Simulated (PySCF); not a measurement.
GeCl₂, SMILES [Cl][Ge][Cl] (connectivity only; charge and spin as stated), neutral, multiplicity 1. Atoms are numbered in the order given.

```xyz
3

Ge     0.0000     0.0000     0.7259
Cl     0.0000    -1.6969    -0.6832
Cl     0.0000     1.6969    -0.6832
```
Charge 0, spin multiplicity 1.

Geometry optimised at PBE-D3(BJ)/def2-TZVP. The isomer is the one that the SMILES or the coordinates give; other isomers of the formula were not compared.

These are PySCF with PBE-D3(BJ)/def2-TZVP values and carry that method's errors.

Frequencies are harmonic and unscaled.

Estimate the vibrational spectrum. (An estimate is asked for; the answer gives what the named calculation found.)


```
mode  ν (cm⁻¹)  IR (km/mol)  moving atoms (share of kinetic energy)
----  --------  -----------  --------------------------------------
1          147          1.6                        Cl 81 %, Ge 19 %
2          370        108.1                        Cl 63 %, Ge 37 %
3          389         41.7                        Cl 69 %, Ge 31 %
```
